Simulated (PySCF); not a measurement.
PySCF 2.14 output of an unrestricted M06 calculation on a single atom or ion in x2c-TZVPPall (6s5p4d2f1g, 64 functions), with scalar relativity by spin-free X2C-1e:

```
SCF conv_tol = 1e-09
number electrons alpha = 12  beta = 9
    Y. Zhao and D. G. Truhlar.,  Theor. Chem. Acc. 120, 215 (2008)
    Y. Zhao and D. G. Truhlar.,  Theor. Chem. Acc. 120, 215 (2008)
cycle= 1 E= -853.266424004758  delta_E= -0.00466  |g|= 0.00993  |ddm|= 0.115
cycle= 2 E= -853.266504608774  delta_E= -8.06e-05  |g|= 0.0158  |ddm|= 0.042
cycle= 3 E= -853.266642737118  delta_E= -0.000138  |g|= 0.00779  |ddm|= 0.0142
cycle= 4 E= -853.266740151785  delta_E= -9.74e-05  |g|= 0.00505  |ddm|= 0.0146
cycle= 5 E= -853.266824552464  delta_E= -8.44e-05  |g|= 0.00512  |ddm|= 0.0145
cycle= 6 E= -853.266866956836  delta_E= -4.24e-05  |g|= 0.00589  |ddm|= 0.00712
cycle= 7 E= -853.266923711313  delta_E= -5.68e-05  |g|= 0.00835  |ddm|= 0.0098
cycle= 8 E= -853.266928604057  delta_E= -4.89e-06  |g|= 0.00505  |ddm|= 0.000633
cycle= 9 E= -853.266928193328  delta_E= 4.11e-07  |g|= 0.00513  |ddm|= 7.9e-05
cycle= 10 E= -853.266979302546  delta_E= -5.11e-05  |g|= 0.00895  |ddm|= 0.0113
cycle= 11 E= -853.267017217764  delta_E= -3.79e-05  |g|= 0.00843  |ddm|= 0.00701
cycle= 12 E= -853.266772016191  delta_E= 0.000245  |g|= 0.0378  |ddm|= 0.0992
cycle= 13 E= -853.266948558526  delta_E= -0.000177  |g|= 0.0322  |ddm|= 0.0083
cycle= 14 E= -853.267238469246  delta_E= -0.00029  |g|= 0.0108  |ddm|= 0.0362
cycle= 15 E= -853.267373312274  delta_E= -0.000135  |g|= 0.00937  |ddm|= 0.0481
cycle= 16 E= -853.267208922931  delta_E= 0.000164  |g|= 0.00814  |ddm|= 0.0671
cycle= 17 E= -853.267346882015  delta_E= -0.000138  |g|= 0.00798  |ddm|= 0.0433
cycle= 18 E= -853.267420092716  delta_E= -7.32e-05  |g|= 0.0071  |ddm|= 0.05
cycle= 19 E= -853.267415585276  delta_E= 4.51e-06  |g|= 0.00376  |ddm|= 0.0153
cycle= 20 E= -853.267430314558  delta_E= -1.47e-05  |g|= 0.00424  |ddm|= 0.0086
cycle= 21 E= -853.267438885687  delta_E= -8.57e-06  |g|= 0.00774  |ddm|= 0.0125
cycle= 22 E= -853.267441039489  delta_E= -2.15e-06  |g|= 0.00614  |ddm|= 0.00625
cycle= 23 E= -853.26744176332  delta_E= -7.24e-07  |g|= 0.00737  |ddm|= 0.00442
cycle= 24 E= -853.26743599746  delta_E= 5.77e-06  |g|= 0.0113  |ddm|= 0.0047
cycle= 25 E= -853.267443838214  delta_E= -7.84e-06  |g|= 0.00431  |ddm|= 0.00453
cycle= 26 E= -853.267443625454  delta_E= 2.13e-07  |g|= 0.00281  |ddm|= 0.00105
cycle= 27 E= -853.267445390282  delta_E= -1.76e-06  |g|= 0.00576  |ddm|= 0.00682
cycle= 28 E= -853.267445366412  delta_E= 2.39e-08  |g|= 0.0041  |ddm|= 0.00138
cycle= 29 E= -853.267444772024  delta_E= 5.94e-07  |g|= 0.00428  |ddm|= 0.00154
cycle= 30 E= -853.267444764833  delta_E= 7.19e-09  |g|= 0.00435  |ddm|= 8.97e-05
cycle= 31 E= -853.267445207502  delta_E= -4.43e-07  |g|= 0.00417  |ddm|= 0.00336
cycle= 32 E= -853.267444840031  delta_E= 3.67e-07  |g|= 0.00584  |ddm|= 0.000527
cycle= 33 E= -853.267445656991  delta_E= -8.17e-07  |g|= 0.00392  |ddm|= 0.00124
cycle= 34 E= -853.267445688736  delta_E= -3.17e-08  |g|= 0.00158  |ddm|= 0.00221
cycle= 35 E= -853.267445908645  delta_E= -2.2e-07  |g|= 0.00199  |ddm|= 0.00117
cycle= 36 E= -853.267446369017  delta_E= -4.6e-07  |g|= 0.00117  |ddm|= 0.0026
cycle= 37 E= -853.267446518565  delta_E= -1.5e-07  |g|= 0.000635  |ddm|= 0.00175
cycle= 38 E= -853.267446527516  delta_E= -8.95e-09  |g|= 0.000767  |ddm|= 0.00089
cycle= 39 E= -853.267446543129  delta_E= -1.56e-08  |g|= 6.37e-05  |ddm|= 0.000128
cycle= 40 E= -853.267446543312  delta_E= -1.83e-10  |g|= 5.42e-05  |ddm|= 2.78e-05
cycle= 41 E= -853.267446543387  delta_E= -7.5e-11  |g|= 4.07e-05  |ddm|= 2.2e-05
cycle= 42 E= -853.267446543412  delta_E= -2.52e-11  |g|= 2.89e-05  |ddm|= 1.52e-05
converged SCF energy = -853.267446543412  <S^2> = 3.7503658  2S+1 = 4.0001829
```

The run itself started from symmetry-adapted Hartree-Fock orbitals and held the occupation by maximum overlap, on a logarithmic radial grid, so the iterations belong to that start.

Which element, charge and spin multiplicity is this?

Ti⁺ (titanium, charge +1), multiplicity 4; the state was [Ar] 3d2 4p1, one real determinant (an excited configuration).

⟨L²⟩ = 13.30 against 20 for a pure G term, so this real determinant mixes terms.
